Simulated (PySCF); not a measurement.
**Spectroscopy problems**

PySCF 2.14 calculation with NMR shieldings at PBE0/pcSseg-1/GIAO and GFN2-xTB geometry; gas phase, fast rotation and ring inversion assumed for equivalent nuclei, relativity neglected, single conformer.

Scale: 1H, 13C against TMS (reference shieldings calculated alike). Splittings of carbon signals by F and P are missing where no couplings were computed. Where no couplings were computed, multiplicities follow the n + 1 count of equivalent neighbours, and m marks all less simple cases (inequivalent or close neighbours, rings, F or P nearby). Acid and N–H amide carbonyl carbons lie up to 10 ppm further downfield in solution (hydrogen bonding). Shifts are as computed. Against solution values, carbons near 30 ppm lie about +3 ppm off and those near 130 ppm about +5 ppm. Of 1309 compounds with measured shifts, 239 miss one by over three times the rms of a fit or turn the order of signals round; such compounds aren't used in these exercises. OH and NH positions are gas-phase values without hydrogen bonding to other molecules.

Question: C3H13NOSi3. 1H NMR (300 MHz, computed): δ 5.83 (q, 1H), 5.14 (s, 2H), 4.25 (s, 3H), 4.10 (d, 3H), 2.76 (s, 3H), 0.13 (br s, 1H). 13C{1H} NMR (computed): δ 174.4, 126.3, 27.4. Identify the compound.

Answer: SMILES CN[SiH2]O/C([SiH3])=C\[SiH3]. Rings plus π bonds: 1 (no ring in the answer). 3 carbon signals for 3 carbons: no two carbons are equivalent. Carbon types of the structure: 1 × C, 1 × CH, 1 × CH3, leaving 9 H on heteroatoms. δC 174.4: alkene carbon bearing oxygen; an sp2 carbon further deshielded by the attached heteroatom. δC 126.3: β carbon of an enol-ether or enamine type C=C. δH 2.76: hydrogen on a methyl carbon bonded to N; its carbon carries N, which withdraws density. δH 0.13: hydrogen on a nitrogen bonded to C, Si; labile proton, position sensitive to the medium.

This is the structure that produced the data.

Question: C3H9NO3Si2. 1H NMR (400 MHz, computed): δ 4.95 (br s, 2H), 4.62 (d, 1H), 3.14 (m, 1H), 1.86 (br s, 1H), 1.71 (br s, 1H), 0.69 (m, 1H), 0.25 (m, 1H), 0.22 (m, 1H). 13C{1H} NMR (computed): δ 181.5 (C), 3.0 (CH), -3.3 (CH2). Give a structure.

Answer: SMILES NC(=O)[Si@@H]1C[C@H]1[SiH](O)O. Rings plus π bonds: 2 (1 ring in the answer). 3 carbon signals for 3 carbons: no two carbons are equivalent. Carbon types of the structure: 1 × C, 1 × CH, 1 × CH2, leaving 6 H on heteroatoms. δC 181.5: carbonyl carbon. δC 3.0, -3.3: three-membered-ring carbon; carbons of three-membered rings are unusually shielded. δH 4.95: hydrogen on an amide-type nitrogen; exchangeable, gas-phase position. δH 1.86, 1.71: hydrogen on an oxygen bonded to Si; exchangeable; this is the value without hydrogen bonding to other molecules.

The shifts were computed for this structure.

Question: C8H13FSi. 1H NMR (500 MHz, computed): δ 6.91 (m, 1H), 5.40 (m, 1H), 4.62 (m, 1H), 4.30 (m, 1H), 2.81 (m, 1H), 1.89 (d, 3H), 1.38 (m, 1H), 0.66 (m, 1H), 0.44 (m, 1H), 0.12 (m, 1H), -0.23 (m, 1H). 13C{1H} NMR (computed): δ 151.0 (CH), 143.3 (C), 100.9 (CH), 43.3 (CH), 24.4 (CH3), 13.5 (CH), 8.4 (CH2), 3.6 (CH2). What is it?

Answer: `C1(=C/C)/[SiH2][C@@H](C2CC2)[C@@H]1F`. Rings plus π bonds: 3 (2 rings in the answer). 8 carbon signals for 8 carbons: no two carbons are equivalent. Carbon types of the structure: 1 × C, 4 × CH, 2 × CH2, 1 × CH3, leaving 2 H on heteroatoms. δC 151.0: alkene CH; as expected for a trigonal carbon in a double bond. δC 143.3: fully substituted alkene carbon; as expected for a trigonal carbon in a double bond. δC 100.9: allylic sp3 CH bonded to F; deshielded by the electronegative neighbour. δH 1.38, 0.66, 0.44, 0.12, -0.23: hydrogen on a three-membered-ring carbon; cyclopropane-type protons are shielded by the ring.

The data come from this structure; uniqueness wasn't tested.
